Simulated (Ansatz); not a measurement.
Relaxation of C₄H₆ClFSi (13 atoms, charge 0, multiplicity 1), to a largest force component of 0.015 eV/Å in at most 40 steps.

Level of theory: RKS LDA/6-31G* in Ansatz.

```xyz
13
Properties=species:S:1:pos:R:3
F -1.019 -0.870 -1.438
C -0.833 -0.177 -0.272
Si -1.211 1.638 -0.554
Cl -1.952 -0.770 0.917
C 0.505 -0.516 0.185
C 1.717 -0.275 0.613
C 1.340 -1.662 0.479
H -2.528 1.908 -1.030
H -0.996 2.451 0.751
H -0.255 2.238 -1.525
H 2.486 0.388 0.883
H 1.122 -2.204 1.397
H 1.643 -2.183 -0.392
```

Q: Where does it end, and by what steps?

A: The run converged. After 13 steps the energy has fallen by 0.459 eV; H11 moved furthest, 0.47 Å.

```
step  energy less start (eV)  largest force component (eV/Å)  accepted
   0                  0.0000                           1.933       yes
   1                 -0.3823                           0.640       yes
   2                 -0.4401                           0.345       yes
   3                 -0.4242                           0.534        no
   4                 -0.4526                           0.065       yes
   5                 -0.4538                           0.055       yes
   6                 -0.4551                           0.051       yes
   7                 -0.4564                           0.058       yes
   8                 -0.4570                           0.054       yes
   9                 -0.4577                           0.029       yes
  10                 -0.4582                           0.037       yes
  11                 -0.4584                           0.031       yes
  12                 -0.4585                           0.020       yes
  13                 -0.4585                           0.006       yes
```

```xyz
13
Properties=species:S:1:pos:R:3
F -1.219 -0.891 -1.374
C -0.888 -0.176 -0.257
Si -1.114 1.684 -0.598
Cl -2.075 -0.635 1.052
C 0.445 -0.544 0.190
C 1.579 -0.231 0.752
C 1.413 -1.675 0.384
H -2.553 1.922 -0.933
H -0.709 2.446 0.627
H -0.239 2.060 -1.756
H 2.212 0.511 1.242
H 1.226 -2.420 1.179
H 1.943 -2.086 -0.492
```

Time of the run: 55 s on 2 threads of Arm Neoverse N1, with other jobs on the host, peak memory 0.18 GiB.
